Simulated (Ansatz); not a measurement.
Consider the ligand exchange at a Zr–F bond: `[F][Zr]([F])([F])[I]` + HI → `[F][Zr]([F])([I])[I]` + H–F.

Isolated molecules relaxed with PBE0-D4/def2-TZVP in Ansatz; ΔE leaves out vibrations. CCSD(T)/CBS is the MP2 limit (def2-TZVPP, def2-QZVPP) plus CCSD(T) − MP2 in def2-TZVPP, frozen cores. This one scheme is used for every species. Functionals use def2-TZVPP. HSE06 is defined as in plane-wave codes. Elements past krypton have def2 core potentials. For I, Zr outer-core shells are correlated without core-valence functions, which leaves a few kJ/mol of doubt a bond.

```json
{"level": "PBE-D4", "ΔE (kJ/mol)": "32.1", "difference from CCSD(T)/CBS": "12.6"}
{"level": "PBE0-D4", "ΔE (kJ/mol)": "25.2", "difference from CCSD(T)/CBS": "5.7"}
{"level": "HSE06-D4", "ΔE (kJ/mol)": "24.1", "difference from CCSD(T)/CBS": "4.6"}
{"level": "CAM-B3LYP-D4", "ΔE (kJ/mol)": "45.8", "difference from CCSD(T)/CBS": "26.3"}
{"level": "PBE0", "ΔE (kJ/mol)": "30.0", "difference from CCSD(T)/CBS": "10.5"}
{"level": "r2SCAN0", "ΔE (kJ/mol)": "28.4", "difference from CCSD(T)/CBS": "8.9"}
{"level": "BHLYP", "ΔE (kJ/mol)": "39.0", "difference from CCSD(T)/CBS": "19.5"}
{"level": "CCSD/def2-SVP", "ΔE (kJ/mol)": "54.1", "difference from CCSD(T)/CBS": "34.6"}
{"level": "CCSD(T)/def2-SVP", "ΔE (kJ/mol)": "50.4", "difference from CCSD(T)/CBS": "30.9"}
{"level": "HF/CBS(def2)", "ΔE (kJ/mol)": "38.3", "difference from CCSD(T)/CBS": "18.8"}
{"level": "CCSD(T)/CBS", "ΔE (kJ/mol)": "19.5", "difference from CCSD(T)/CBS": "0"}
```

Largest T1 diagnostic among the species: 0.016.

From BLYP to BHLYP (50 % exact exchange), in def2-TZVPP and without D4, ΔE moves by −11.7 kJ/mol. The D4 term adds −8.6 kJ/mol with B3LYP and −4.8 kJ/mol with PBE0; it sums over pairs of atoms, weighted by their polarisabilities, and B3LYP, whose exchange is more repulsive, gets the larger term. In def2-TZVPP, CCSD(T) changes the Hartree–Fock value by −13.6 kJ/mol (the triples alone add −5.0 kJ/mol) and MP2 by −27.8 kJ/mol.

B3LYP here is the variant with VWN-RPA as its local correlation; programs differ in this.
